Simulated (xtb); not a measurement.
C7H7O (SMILES COc1[c]cccc1), doublet, geometry from GFN2-xTB; xtb 6.7.1 with GFN1-xTB.

xtb was given this input:
```
$ xtb mol.xyz --gfn 1 --uhf 1 --ohess --json

# file mol.xyz
15

C     -2.77305369    -0.08930861     0.15777734
O     -1.73653823     0.61850538    -0.47369518
C     -0.45150274     0.26462858    -0.21128690
C      0.56983971     0.95387277    -0.82654777
C      1.89273125     0.71169442    -0.66007478
C      2.26777463    -0.32046935     0.20500191
C      1.28276819    -1.04249024     0.84701157
C     -0.06077755    -0.76540013     0.65151389
H     -3.69720812     0.36304611    -0.19889193
H     -2.72260331     0.00669117     1.24778244
H     -2.76288540    -1.15013472    -0.11501725
H      2.64320398     1.29210740    -1.17494675
H      3.31299291    -0.54068682     0.36104075
H      1.55711830    -1.84343879     1.51879527
H     -0.80499138    -1.35079208     1.17042731
```

It wrote (shortened):

```
   ID    Z sym.   atoms
    1    6 C      1, 3-8
    2    8 O      2
    3    1 H      9-15

           -------------------------------------------------
          |                Calculation Setup                |
           -------------------------------------------------

           -------------------------------------------------
          |                 G F N 1 - x T B                 |
           -------------------------------------------------

          ...................................................
          :                      SETUP                      :
          :.................................................:
          :  # basis functions                  46          :
          :  # atomic orbitals                  46          :
          :  # shells                           30          :
          :  # electrons                        41          :
          :  # halogen bonds                     0          :
          :  max. iterations                   250          :
          :  Hamiltonian                  GFN1-xTB          :
          :  restarted?                      false          :
          :  GBSA solvation                  false          :
          :  PC potential                    false          :
          :  electronic temp.          300.0000000     K    :
          :  accuracy                    1.0000000          :
          :  -> integral cutoff          0.2500000E+02      :
          :  -> integral neglect         0.1000000E-07      :
          :  -> SCF convergence          0.1000000E-05 Eh   :
          :  -> wf. convergence          0.2000000E-04 e    :
          :  Broyden damping             0.4000000          :
          :  net charge                          0          :
          :  unpaired electrons                  1          :
          ...................................................

 iter      E             dE          RMSdq      gap      omega  full diag
   1    -23.4476128 -0.234476E+02  0.925E+00    2.94       0.0  T
   2    -23.4902979 -0.426851E-01  0.553E+00    2.90       1.0  T
   3    -23.4861059  0.419199E-02  0.892E-01    2.83       1.0  T
   4    -23.4922632 -0.615723E-02  0.200E-01    2.91       1.0  T
   5    -23.4932328 -0.969689E-03  0.412E-02    2.88       1.0  T
   6    -23.4932633 -0.304489E-04  0.585E-03    2.89       4.4  T
   7    -23.4932637 -0.370071E-06  0.100E-03    2.89      25.7  T
   8    -23.4932637 -0.198239E-07  0.184E-04    2.89     140.4  T
   9    -23.4932637 -0.262187E-09  0.816E-05    2.89     316.5  T

   *** convergence criteria satisfied after 9 iterations ***

         :::::::::::::::::::::::::::::::::::::::::::::::::::::
         ::                     SUMMARY                     ::
         :::::::::::::::::::::::::::::::::::::::::::::::::::::
         :: total energy             -23.156906038058 Eh    ::
         :: gradient norm              0.013305476646 Eh/a0 ::
         :: HOMO-LUMO gap              2.886585400727 eV    ::
         ::.................................................::
         :: SCC energy               -23.493263682063 Eh    ::
         :: -> electrostatic           0.034073781542 Eh    ::
         :: repulsion energy           0.342639597774 Eh    ::
         :: dispersion energy         -0.006281953769 Eh    ::
         :: halogen bond corr.         0.000000000000 Eh    ::
         :: add. restraining           0.000000000000 Eh    ::
         :: total charge              -0.000000000000 e     ::
         :::::::::::::::::::::::::::::::::::::::::::::::::::::

      -----------------------------------------------------------
     |                   =====================                   |
     |                        A N C O P T                        |
     |                   =====================                   |
     |               Approximate Normal Coordinate               |
     |                Rational Function Optimizer                |
[...]
 * total energy  :   -23.1569060 Eh     change       -0.7570833E-11 Eh
 * total energy  :   -23.1572153 Eh     change       -0.3092939E-03 Eh
 * total energy  :   -23.1572535 Eh     change       -0.3819159E-04 Eh
 * total energy  :   -23.1572578 Eh     change       -0.4305361E-05 Eh
   *** GEOMETRY OPTIMIZATION CONVERGED AFTER 4 ITERATIONS ***
         :: total energy             -23.157257828878 Eh    ::
[...]
  17:  0.00  18:  0.00  19:  0.00  20:  0.00  21:  0.00  22:  0.00  23:  0.00  24:  0.00
  25:  0.00  26:  0.00  27:  0.00  28:  0.00  29:  0.00  30:  0.00  31:  0.00  32:  0.00
  33:  0.00  34:  0.00  35:  0.00  36:  0.00  37:  0.00  38:  0.00  39:  0.00  40:  0.00
  41:  0.00  42:  0.00  43:  0.00  44:  0.00  45:  0.00
 output can be read by thermo (or use thermo option).
 writing <g98.out> molden fake output.
 recommended (thermochemical) frequency scaling factor: 1.0
           -------------------------------------------------
          |             Thermodynamic Functions             |
           -------------------------------------------------

cs  symmetry found (for desy threshold:  0.10E+00) used in thermo

          ...................................................
          :                      SETUP                      :
          :.................................................:
          :  # frequencies                          39      :
          :  # imaginary freq.                       0      :
          :  linear?                             false      :
          :  only rotor calc.                    false      :
          :  symmetry                               cs      :
          :  rotational number                       1      :
          :  scaling factor                  1.0000000      :
          :  rotor cutoff                   50.0000000 cm⁻¹ :
          :  imag. cutoff                  -20.0000000 cm⁻¹ :
          :.................................................:

    mode    ω/cm⁻¹     T·S(HO)/kcal·mol⁻¹    T·S(FR)/kcal·mol⁻¹   T·S(vib)
   ------------------------------------------------------------------------
       1     77.74    -1.17682 ( 85.39%)    -0.92557 ( 14.61%)    -1.14011
       2    178.65    -0.69839 ( 99.39%)    -0.67921 (  0.61%)    -0.69828
       3    226.05    -0.56950 ( 99.76%)    -0.60953 (  0.24%)    -0.56960
       4    232.47    -0.55449 ( 99.79%)    -0.60122 (  0.21%)    -0.55459
   ------------------------------------------------------------------------

   temp. (K)  partition function   enthalpy   heat capacity  entropy
                                   cal/mol     cal/K/mol   cal/K/mol   J/K/mol
 298.15  VIB   27.1                 2796.746     21.100     15.815
         ROT  0.270E+06              888.752      2.981     27.835
         INT  0.732E+07             3685.499     24.081     43.650
         TR   0.107E+28             1481.254      4.968     39.905
         TOT                        5166.7527    29.0495    83.5550   349.5942

       T/K    H(0)-H(T)+PV         H(T)/Eh          T*S/Eh         G(T)/Eh
   ------------------------------------------------------------------------
    298.15    0.823374E-02    0.124569E+00    0.396997E-01    0.848688E-01
   ------------------------------------------------------------------------

         :::::::::::::::::::::::::::::::::::::::::::::::::::::
         ::                  THERMODYNAMIC                  ::
         :::::::::::::::::::::::::::::::::::::::::::::::::::::
         :: total free energy         -23.072388992296 Eh   ::
         ::.................................................::
         :: total energy              -23.157257828878 Eh   ::
         :: zero point energy           0.116334773546 Eh   ::
         :: G(RRHO) w/o ZPVE           -0.031465936964 Eh   ::
         :: G(RRHO) contrib.            0.084868836583 Eh   ::
         :::::::::::::::::::::::::::::::::::::::::::::::::::::

optimized geometry written to: xtbopt.xyz

           -------------------------------------------------
          | TOTAL ENERGY              -23.157257828878 Eh   |
          | TOTAL ENTHALPY            -23.032689310805 Eh   |
          | TOTAL FREE ENERGY         -23.072388992296 Eh   |
          | GRADIENT NORM               0.000628918360 Eh/α |
          | HOMO-LUMO GAP               2.892920202846 eV   |
           -------------------------------------------------

normal termination of xtb
```
